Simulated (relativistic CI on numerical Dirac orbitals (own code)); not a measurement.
# Hyperfine structure of I44+, mass number 129

Computed by Dirac-Coulomb-Breit CI, orbitals from a KLI potential per configuration, QED by a radiative potential, unscaled Slater integrals (own radial code, finite nucleus).

Configuration list (outside the closed core 1s2): 2s²2p⁵, 2s2p⁶, 2p⁶3s, 2p⁶3p, 2p⁶3d, 2s²2p⁴3s, 2s²2p⁴3p, 2s²2p⁴3d, 2s2p⁵3s, 2s2p⁵3p, 2s2p⁵3d, 2s²2p⁴4s, 2s²2p⁴4p, 2s²2p⁴4d, 2s²2p⁴4f, 2s2p⁵4s. Levels of other configurations are missing.

Nuclear spin I = 7/2, μ = 2.6165 μN, Q = -0.483 b (tables of Stone and Pyykkö). The electronic factors are computed for point nuclear moments, without core polarisation or the Bohr-Weisskopf and QED corrections.

| Level | E (eV) | A (GHz) | B (GHz) |
| --- | --- | --- | --- |
| 2s²2p⁵ ²P°3/2 | 0.00 | 206.8 | 251 |
| 2s²2p⁵ ²P°1/2 | 308.48 | 1338 |  |
| 2s2p⁶ ²S1/2 | 606.84 | 4255 |  |
| 2s²2p⁴3s ⁴P5/2 | 4146.58 | 394.9 | -38.5 |
| 2s²2p⁴3s ²P3/2 | 4153.99 | 13.82 | -14.8 |
| 2s²2p⁴3s ²S1/2 | 4186.19 | 1155 |  |
| 2s²2p⁴3p ²P°1/2 | 4266.96 | 365.9 |  |
| 2s²2p⁴3p ⁴D°7/2 | 4314.38 | 140.5 | -104 |

Levels with J = 0, under 50 % of one LS term, or S terms without an open s electron are left out. Small factors come from cancelling terms and can be off by tens of per cent or more.

At this charge energies of transitions that change n are usually good to better than 1 %, and those within a shell (Δn = 0) to a few per cent.

Task: Give the hyperfine levels of 2s²2p⁵ ²P°1/2 relative to its centre of gravity.

Result: With K = F(F + 1) − I(I + 1) − J(J + 1), E = AK/2: F = 3: -3011, F = 4: 2342 GHz.

LS names give the leading component of a level, which can be under half, so a name can repeat, a term be missing and a line seem to break the LS rules.
